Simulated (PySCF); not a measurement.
Harmonic spectrum computed at PBE0 in the def2-SVP basis family (core potentials from Rb on, PySCF, no spin–orbit coupling):

| ω (cm⁻¹) | IR (km/mol) |
| --- | --- |
| 152 | 4.9 |
| 168 | 0.1 |
| 172 | 0.5 |
| 384 | 142 |
| 405 | 69.4 |
| 443 | 205 |
| 656 | 189 |
| 666 | 251 |
| 674 | 18.7 |
| 692 | 0.6 |
| 709 | 134 |
| 710 | 164 |
| 3843 | 144 |
| 3848 | 109 |
| 3851 | 58.2 |

Problem. Which molecule gave it? In each, all ligands are bound to the one heavy central atom.
A. Ti(OH)₃ (doublet)
B. Zr(OH)₃ (doublet)
C. W(OH)₃ (quartet)
D. Mo(OH)₃ (quartet)
E. Re(OH)₃ (triplet)

Solution. D. It has Cs symmetry with Mo–O 1.892 Å (×3), O–H 0.966 Å (×3).
